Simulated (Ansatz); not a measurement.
System: H$_{5}$Si$_{2}$O, charge 0, doublet. H5Si2O (SMILES [SiH2]O[SiH3], doublet).
B3LYP-D3(BJ)/def2-TZVP minimum from Ansatz (a program for electronic structure):
```
O
Si 1 1.6406
Si 1 1.6413 2 148.89
H 3 1.4778 1 108.20 2 -165.70
H 3 1.4805 4 109.75 1 119.76
H 3 1.4815 4 109.79 5 120.10
H 2 1.4873 1 107.83 3 169.65
H 2 1.4915 7 110.26 1 119.71
```
Charge 0, spin multiplicity 2.

Total energies in hartree (Ansatz). UHF or UKS for unpaired electrons; spin-orbit terms are left out. Correlated methods leave the cores frozen. No relativity. For partners of very few electrons the exact lower level stands in for a higher one.

```tsv
species	HF/cc-pV(T+d)Z	CCSD(T)/cc-pV(T+d)Z	HF/cc-pV(Q+d)Z	CCSD(T)/cc-pV(Q+d)Z	CCSD(T)/cc-pV(D+d)Z	CCSDT(Q)/cc-pV(D+d)Z
1: H5Si2O (SMILES [SiH2]O[SiH3], doublet)	-655.74910	-656.26950	-655.76390	-656.31785	-656.10496	-656.10679
2: Si (triplet)	-288.85649	-288.93344	-288.85845	-288.93781	-288.91643	-288.91690
3: O (triplet)	-74.81176	-74.97396	-74.81729	-74.99357	-74.90995	-74.91013
4: H (doublet)	-0.49981	-0.49981	-0.49995	-0.49995	-0.49928	-0.49928
```

Work out the atomisation energy (electronic, to ground-state atoms) in kcal/mol: take Hartree-Fock from cc-pV(Q+d)Z, extrapolate the CCSD(T) correlation energy as X^-3 (X = 3, 4), and add CCSDT(Q) - CCSD(T) in cc-pV(D+d)Z. 1 hartree = 627.51 kcal/mol.


Species 1: correlation (64·(-0.55395) - 27·(-0.52040))/37 = -0.57843; step -0.00183; E1 = -655.76390 + (-0.57843) + (-0.00183) = -656.34416
Species 2: correlation (64·(-0.07936) - 27·(-0.07695))/37 = -0.08112; step -0.00047; E2 = -288.85845 + (-0.08112) + (-0.00047) = -288.94004
Species 3: correlation (64·(-0.17628) - 27·(-0.16220))/37 = -0.18655; step -0.00018; E3 = -74.81729 + (-0.18655) + (-0.00018) = -75.00402
Species 4: correlation (64·(0.00000) - 27·(0.00000))/37 = 0.00000; step +0.00000; E4 = -0.49995 + (0.00000) + (+0.00000) = -0.49995
-1·E1 +2·E2 +1·E3 +5·E4 = 0.96031 hartree = 602.6 kcal/mol.
